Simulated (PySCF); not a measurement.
A structure optimised at PBE-D3(BJ)/def2-SVP, used in a PySCF frequency run:

```
O
Si 1 1.6548
F 2 1.6412 1 108.95
Si 1 1.6925 2 137.51 3 -41.22
H 2 1.4942 3 108.30 1 117.81
H 2 1.4983 5 113.13 3 -118.20
H 4 1.5011 1 106.48 2 -174.70
H 4 1.5074 7 109.21 1 -117.44
C 4 1.8763 7 111.97 8 -122.83
H 9 1.1085 4 110.85 7 -54.20
H 9 1.1089 10 108.04 4 120.17
H 9 1.1092 10 108.35 11 117.56
```
Charge 0, spin multiplicity 1.

Write its SMILES and formula.

C[SiH2]O[SiH2]F, CH₇FOSi₂

What are its rotational constants (standard atomic weights)?

5.2026, 1.8417, 1.4549 GHz
